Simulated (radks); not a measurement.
The numbers below are computed, except where a source is named.
All-electron atom: the sulfur ion S8+ in [He] 2s2 2p4.

Level of theory: scalar-relativistic Kohn-Sham, BLYP, spin-polarised, spherical densities, point nucleus; open shells are filled with parallel spins first (a radial shooting solver on a logarithmic mesh with Libxc functionals).

Energy parts (Ry):
| part | energy |
|---|---|
| total | -733.24869 |
| kinetic | 736.67637 |
| electron-nucleus | -1619.14958 |
| Hartree | 189.14025 |
| exchange-correlation | -39.91574 |

Orbitals (lengths in bohr, moments of r in powers of bohr; r(max) is where P^2 peaks):
\begin{tabular}{lrrr}
orbital & occ. & eigenvalue (Ry) & r(max) \\ \hline
1s up & 1 & -194.7041 & 0.06328 \\
1s down & 1 & -194.3640 & 0.06323 \\
2s up & 1 & -30.36212 & 0.3746 \\
2s down & 1 & -29.70789 & 0.3765 \\
2p up & 3 & -26.76452 & 0.3079 \\
2p down & 1 & -26.01977 & 0.3103 \\
3s up & 0 & -10.74356 & 1.112 \\
3s down & 0 & -10.60903 & 1.126 \\
3p up & 0 & -9.73011 & 1.112 \\
3p down & 0 & -9.58860 & 1.131 \\
\end{tabular}

The highest occupied level is 2p down at -354.02 eV. For comparison, the ionisation energy in NIST's Atomic Spectra Database is 379.8 eV (semi-empirical). In exact Kohn-Sham theory the highest level is minus the ionisation energy, but local and semilocal functionals leave it too shallow, through self-interaction and a potential that decays too fast; potentials with the right tail come closer. The density falls to 0.001 e/bohr^3 at r = 1.37 bohr. Spin moment in Bohr magnetons: 2. Summed over all electrons, <r^2> = 1.309 bohr^2, which gives a Langevin (diamagnetic) susceptibility term of -1.04 x 10^-6 cm^3/mol.
